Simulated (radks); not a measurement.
Results of a calculation; reference values are marked as such.
Effect of the nuclear size on the vanadium ion V16+, [He] 2s2 2p3. Code: a radial shooting solver on a logarithmic mesh with Libxc functionals. Model: Dirac Kohn-Sham, exchange-only LDA, spin-unpolarised, spherical densities, finite nucleus; open shells fill j = l - 1/2 first; Fermi nuclear charge, rms radius 3.6002 fm. The rms radius is varied about that value; shifts are against it.

| rms radius (fm) | total energy shift (eV) | density at nucleus (e/bohr^3) | 1s1/2 shift (meV) | 2s1/2 shift (meV) | 2p1/2 shift (meV) | 2p3/2 shift (meV) | 3s1/2 (empty) shift (meV) |
|---|---|---|---|---|---|---|---|
| 2.999 | -0.0182 | 9925 | -7.73 | -0.771 | 0.080 | 0.082 | -0.193 |
| 3.2438 | -0.0112 | 9899 | -4.75 | -0.473 | 0.049 | 0.050 | -0.119 |
| 3.6002 | 0 | 9864 | 0.000 | 0.000 | 0.000 | 0.000 | 0.000 |
| 3.7154 | 0.00386 | 9854 | 1.64 | 0.163 | -0.017 | -0.017 | 0.041 |
| 4.1114 | 0.0180 | 9821 | 7.64 | 0.762 | -0.079 | -0.081 | 0.191 |

Slopes of the eigenvalues against <r^2> in GHz/fm^2, as finite differences over the two radii next to the reference (eigenvalue slopes, not the field-shift constants of lines): 1s1/2 470, 2s1/2 46.9, 2p1/2 -4.87, 2p3/2 -4.98, 3s1/2 (empty) 11.7.
